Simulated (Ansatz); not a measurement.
Z-matrix (Å, degrees):
```
Si
Si 1 2.341
H 1 1.490 2 107.6
H 1 1.484 2 112.0 3 119.2
H 1 1.486 2 110.1 3 -118.2
C 2 1.912 1 111.2 3 168.6
H 2 1.490 1 110.5 3 49.6
H 2 1.489 1 110.9 3 -70.3
C 6 1.468 2 108.5 1 64.4
H 6 1.094 2 107.4 1 -174.1
H 6 1.092 2 106.3 1 -55.8
S 9 1.616 6 125.8 2 -88.1
H 9 1.093 6 115.1 2 88.5
```

Charge 0, multiplicity 1.

Problem. List the PBE0/def2-TZVPP orbital energies in eV (Ansatz 0.2.0). (Estimate.)

Solution. Ansatz gave: Occupied: -2422.00, -1802.87, -1802.50, -280.36, -278.77, -217.34, -161.15, -161.14, -160.94, -145.22, -144.87, -99.88, -99.86, -99.86, -99.52, -99.52, -99.51, -23.15, -20.04, -16.28, -15.59, -14.12, -13.28, -12.06, -10.85, -10.43, -10.19, -9.76, -9.62, -8.42, -8.05, -6.51. Lowest empty: -2.20, -0.05, 0.26, 0.62, 1.09, 1.41, 1.67, 1.86.
